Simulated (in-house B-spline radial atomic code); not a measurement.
Removing one electron from Ti⁴⁺

Closed shell [Ne] 3s2 3p6. Computed with an all-electron radial atomic-structure program (B-spline basis): Koopmans values of Dirac-Hartree-Fock plus a diagonal self-energy, in second order or with its direct term screened (direct RPA, with the hole-particle interaction, or full time-dependent Hartree-Fock), linearised in energy; no-pair Dirac-Coulomb Hamiltonian, finite nucleus. Shifts add to the Koopmans value (the ΔSCF shift is orbital relaxation alone); the final value takes TDHF screening with Breit and QED.

Command:
```bash
python run_mb.py task.json out
```
Settings (nuclear radius in fm, box in bohr, cutoff in hartree):
```
basis_form          2
Z                   22
core_configuration  [Ne] 3s2 3p6
rms_radius          3.5921
mass_number         48
speed_of_light      137.036
box_radius          12.128
lmax                7
intervals           63
virtual_cutoff      1936.0
```

Time taken, with all properties: 6.6 s on 1 thread of Arm Neoverse V2 (shared host).

Energies in eV:

| subshell | Koopmans | ΔSCF shift | second order | direct RPA | hole-particle | TDHF | Breit + QED | final |
| --- | --- | --- | --- | --- | --- | --- | --- | --- |
| 3p3/2 | 99.16 | -1.093 | ? | ? | ? | ? | ? | ? |
| 3p1/2 | 99.94 | -1.114 | 0.184 | 0.367 | 0.090 | 0.117 | -0.039 | 100.01 |

Q: What does the self-energy do to 3p3/2?

A: It shifts the removal energy by 0.207 eV in second order, 0.375 with direct RPA, 0.110 with the hole-particle term and 0.139 with TDHF screening (quasi-particle weight 0.967); Breit and QED add -0.017 eV. The final value is 99.29 eV, against 99.299 ± 0.012 eV (NIST, measured).
